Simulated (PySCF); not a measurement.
Correlation energy of Bi⁴⁺ (bismuth, charge +4)

Starting occupation: [Xe] 4f14 5d10 6s1, 6s1/2 with m_j = +1/2. All numbers are calculated (PySCF 2.14, X2C-1e with screened-nucleus spin-orbit coupling, Gaussian nucleus, in x2c-TZVPPall-2c (11s11p9d3f, 110 functions)). Frozen: [Kr] 4d10 4f14; 19 electrons correlated; the 24 highest virtual spinors left out.

MP2 pair energies summed by pair of shells (mhartree):

```json
{"pair": "5d3/2-5d5/2", "energy": "-103.38", "share (%)": "26.6"}
{"pair": "5d5/2-5d5/2", "energy": "-74.56", "share (%)": "19.2"}
{"pair": "5d5/2-6s1/2", "energy": "-32.14", "share (%)": "8.3"}
{"pair": "5d3/2-5d3/2", "energy": "-30.98", "share (%)": "8.0"}
{"pair": "5d5/2-5p3/2", "energy": "-28.24", "share (%)": "7.3"}
{"pair": "5d3/2-5p3/2", "energy": "-20.03", "share (%)": "5.2"}
{"pair": "5d3/2-6s1/2", "energy": "-19.90", "share (%)": "5.1"}
{"pair": "5d5/2-5p1/2", "energy": "-13.68", "share (%)": "3.5"}
{"pair": "5p3/2-5p3/2", "energy": "-9.91", "share (%)": "2.6"}
{"pair": "5d5/2-5s1/2", "energy": "-9.43", "share (%)": "2.4"}
{"pair": "5p1/2-5p3/2", "energy": "-9.30", "share (%)": "2.4"}
{"pair": "5d3/2-5p1/2", "energy": "-8.77", "share (%)": "2.3"}
{"pair": "5p3/2-5s1/2", "energy": "-7.14", "share (%)": "1.8"}
{"pair": "5d3/2-5s1/2", "energy": "-6.35", "share (%)": "1.6"}
{"pair": "5p3/2-6s1/2", "energy": "-4.53", "share (%)": "1.2"}
{"pair": "5p1/2-5s1/2", "energy": "-3.52", "share (%)": "0.9"}
{"pair": "5p1/2-5p1/2", "energy": "-2.38", "share (%)": "0.6"}
{"pair": "5s1/2-5s1/2", "energy": "-1.94", "share (%)": "0.5"}
{"pair": "5p1/2-6s1/2", "energy": "-1.64", "share (%)": "0.4"}
{"pair": "5s1/2-6s1/2", "energy": "-0.63", "share (%)": "0.2"}
```

Total MP2 correlation energy: -388.45 mhartree.

This basis was not built for core-valence correlation, so the inner-shell part is incomplete.
